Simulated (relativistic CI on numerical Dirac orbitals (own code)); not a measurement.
## Zr²¹⁺: computed level list

Method of calculation: Dirac-Coulomb-Breit CI, separate exchange-only KLI orbitals for each configuration, QED by a radiative potential, unscaled Slater integrals (own radial code, finite nucleus).

CI space (outside the closed core [Ne]): 3s²3p⁶3d, 3s²3p⁵3d², 3s3p⁶3d², 3s²3p⁶4s, 3s²3p⁶4p, 3s²3p⁶4d, 3s²3p⁶4f, 3s²3p⁵3d4s, 3s²3p⁵3d4p, 3s²3p⁵3d4d, 3s3p⁶3d4s, 3s²3p⁶5s, 3s²3p⁶5p, 3s3p⁶3d4p, 3s²3p⁵3d4f, 3p⁶3d²4p, 3s²3p⁶5d, 3s²3p⁶5f, 3s²3p⁶5g, 3s3p⁶3d4d, 3s3p⁶3d4f, 3p⁶3d³, 3p⁵3d⁴, 3p⁶3d²4s, 3p⁵3d³4s, 3p⁶3d²4d, 3p⁵3d³4d. Double excitations out of closed p, d and f shells are left out; levels of such configurations are missing from the list, as are those of other unlisted configurations, and high levels can miss mixing partners. These lack a partner that the ground configuration has and come out too high: 3s²3p⁵3d4p, 3s²3p⁵3d4f.

The lowest level is 3s²3p⁶3d ²D3/2, with 100 % of that term; Hund's rules for 3s²3p⁶3d give ²D with J = 3/2, in agreement.

```tsv
No.	Configuration	Term	J	E (cm⁻¹)	%	Next component (%)	jj configuration (%)
1	3s²3p⁶3d	²D	3/2	0	100		3d3/2 (100)
2	3s²3p⁶3d	²D	5/2	28206	100		3d5/2 (100)
3	3p⁵3d²(3F)	⁴D°	1/2	843913	97	2 ²P°	3p3/2^3 3d3/2^2 (69)
4	3p⁵3d²(3F)	⁴D°	3/2	851339	87	8 ⁴F°	3p3/2^3 3d3/2^2 (61)
5	3p⁵3d²(3F)	⁴D°	5/2	866032	77	17 ⁴F°	3p3/2^3 3d3/2 3d5/2 (69)
6	3p⁵3d²(3F)	⁴D°	7/2	885529	65	24 ⁴F°	3p3/2^3 3d3/2 3d5/2 (67)
7	3s²3p⁵3d²	²F°	5/2	901084	26	21 ⁴G°	3p3/2^3 3d3/2^2 (67)
8	3p⁵3d²(3F)	⁴G°	9/2	902458	78	15 ⁴F°	3p3/2^3 3d3/2 3d5/2 (94)
9	3p⁵3d²(3F)	⁴G°	7/2	902550	50	16 ⁴D°	3p3/2^3 3d3/2^2 (71)
10	3p⁵3d²(3F)	⁴G°	11/2	909353	97	3 ²H°	3p3/2^3 3d5/2^2 (65)
11	3p⁵3d²(3P)	⁴P°	5/2	922253	67	15 ²F°	3p3/2^3 3d3/2 3d5/2 (84)
12	3p⁵3d²(1D)	²D°	3/2	925748	42	24 ⁴F°	3p3/2^3 3d3/2 3d5/2 (54)
13	3p⁵3d²(3P)	⁴P°	3/2	932359	65	14 ⁴F°	3p3/2^3 3d3/2^2 (47)
14	3p⁵3d²(3F)	²G°	7/2	946470	48	28 ⁴F°	3p3/2^3 3d3/2 3d5/2 (87)
15	3p⁵3d²(3P)	⁴P°	1/2	952485	64	21 ²P°	3p3/2^3 3d3/2 3d5/2 (82)
16	3p⁵3d²(1D)	²D°	5/2	955872	63	17 ²F°	3p3/2^3 3d5/2^2 (80)
17	3p⁵3d²(3F)	⁴F°	9/2	956844	68	28 ²G°	3p3/2^3 3d5/2^2 (71)
18	3p⁵3d²(1D)	²F°	7/2	977729	61	26 ⁴D°	3p3/2^3 3d3/2 3d5/2 (75)
19	3p⁵3d²(3F)	⁴F°	3/2	977946	35	31 ²P°	3p3/2^3 3d3/2 3d5/2 (65)
20	3p⁵3d²(1G)	²H°	11/2	978780	97	3 ⁴G°	3p3/2^3 3d3/2 3d5/2 (65)
21	3p⁵3d²(1G)	²F°	5/2	978823	32	27 ⁴F°	3p3/2^3 3d3/2 3d5/2 (60)
22	3p⁵3d²(1D)	²F°	7/2	989902	63	23 ⁴D°	3p3/2^3 3d5/2^2 (64)
23	3p⁵3d²(1D)	²P°	1/2	993743	75	19 ⁴P°	3p3/2^3 3d5/2^2 (83)
24	3p⁵3d²(3F)	⁴G°	5/2	1004490	51	24 ²F°	3p1/2 3p3/2^4 3d3/2^2 (43)
25	3p⁵3d²(1G)	²H°	9/2	1024178	53	46 ²G°	3p3/2^3 3d3/2 3d5/2 (68)
26	3p⁵3d²(3P)	²D°	3/2	1030525	48	37 ⁴D°	3p3/2^3 3d3/2 3d5/2 (45)
27	3p⁵3d²(3P)	⁴D°	5/2	1043084	54	22 ⁴F°	3p1/2 3p3/2^4 3d3/2 3d5/2 (39)
28	3p⁵3d²(3F)	²G°	7/2	1055006	36	24 ⁴D°	3p1/2 3p3/2^4 3d3/2 3d5/2 (47)
29	3p⁵3d²(1D)	²D°	3/2	1064756	42	34 ²P°	3p3/2^3 3d5/2^2 (44)
30	3p⁵3d²(3F)	⁴D°	7/2	1066297	35	24 ⁴F°	3p1/2 3p3/2^4 3d3/2 3d5/2 (49)
31	3p⁵3d²(3P)	⁴D°	1/2	1078168	77	11 ²P°	3p1/2 3p3/2^4 3d3/2^2 (35)
32	3p⁵3d²(3F)	²G°	9/2	1094469	60	15 ⁴F°	3p1/2 3p3/2^4 3d3/2 3d5/2 (57)
33	3p⁵3d²(1D)	²F°	5/2	1097934	66	26 ²D°	3p1/2 3p3/2^4 3d3/2 3d5/2 (56)
34	3p⁵3d²(3P)	⁴D°	3/2	1107808	34	29 ⁴S°	3p1/2 3p3/2^4 3d3/2 3d5/2 (51)
35	3p⁵3d²(3P)	²S°	1/2	1127091	71	15 ⁴P°	3p1/2 3p3/2^4 3d3/2 3d5/2 (73)
36	3p⁵3d²(1S)	²P°	3/2	1129753	32	24 ⁴S°	3p1/2 3p3/2^4 3d3/2 3d5/2 (39)
37	3p⁵3d²(1G)	²G°	7/2	1136365	62	26 ²F°	3p1/2 3p3/2^4 3d5/2^2 (53)
38	3p⁵3d²(3P)	²D°	5/2	1156850	53	24 ²F°	3p1/2 3p3/2^4 3d5/2^2 (63)
39	3p⁵3d²(1G)	²G°	9/2	1158758	59	36 ²H°	3p1/2 3p3/2^4 3d5/2^2 (53)
40	3p⁵3d²(1S)	²P°	3/2	1163260	64	16 ⁴S°	3p1/2 3p3/2^4 3d5/2^2 (55)
41	3p⁵3d²(3F)	²F°	5/2	1195423	87	8 ²D°	3p3/2^3 3d3/2 3d5/2 (57)
42	3p⁵3d²(1S)	²P°	1/2	1249417	90	6 ⁴D°	3p1/2 3p3/2^4 3d5/2^2 (76)
43	3p⁵3d²(1G)	²F°	7/2	1268335	89	10 ²G°	3p1/2 3p3/2^4 3d3/2 3d5/2 (78)
44	3p⁵3d²(3P)	²P°	1/2	1314439	99	1 ⁴D°	3p1/2 3p3/2^4 3d3/2^2 (57)
45	3p⁵3d²(3F)	²D°	3/2	1340074	79	19 ²P°	3p1/2 3p3/2^4 3d3/2^2 (61)
```

Energies count from the lowest computed level; ° marks odd parity. Percentages are summed over parent terms; the parents shown are those of the largest component, closed shells are left out there. Filled j subshells are mostly left out of the jj labels.

The mean weight of the leading LS term, summed over parents, in these 45 levels is 64 %, and that of the leading jj configuration (from the same eigenvectors) 64 %.

At this charge energies of transitions that change n are usually good to better than 1 %, and those within a shell (Δn = 0) to a few per cent.

LS names give the leading component of a level, which can be under half, so a name can repeat, a term be missing and a line seem to break the LS rules.
